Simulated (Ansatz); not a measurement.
CH₅O₃V, SMILES `[CH3][V](=[O])([OH])[OH]`, relaxed with RKS PBE-D4/def2-SVP in the Gaussian-basis code of Ansatz from a rough embedded geometry. The force threshold is 0.03 eV/Å; the program also tests the step.

Charge 0, multiplicity 1.

Start:

```xyz
10

C     1.146    0.028   -0.888
V    -0.529   -0.569    0.253
O    -0.763   -2.262   -0.028
O    -2.150    0.377   -0.244
O    -0.173   -0.251    2.170
H     0.953   -0.076   -1.954
H     1.296    1.161   -0.698
H     2.047   -0.480   -0.533
H    -1.903    1.377   -0.280
H     0.077    0.695    2.202
```

```
step  energy (eV)  largest force (eV/Å)  largest move (Å)
   1  -32927.1766                 4.366             0.000
   2  -32928.4139                 2.061             0.191
   3  -32928.6373                 1.079             0.083
   4  -32928.6695                 1.043             0.178
   5  -32928.7117                 0.131             0.076
   6  -32928.7164                 0.119             0.048
   7  -32928.7184                 0.023             0.022
```

End:

```xyz
10

C     1.081    0.051   -0.839
V    -0.523   -0.525    0.271
O    -0.690   -2.060   -0.007
O    -1.913    0.368   -0.374
O    -0.068   -0.257    1.964
H     0.871   -0.165   -1.906
H     1.277    1.135   -0.704
H     1.966   -0.535   -0.515
H    -1.985    1.325   -0.186
H    -0.016    0.662    2.296
```

Hardware: 4 threads of a server CPU on a shared host. Wall time 9 s, peak host memory 0.19 GiB.
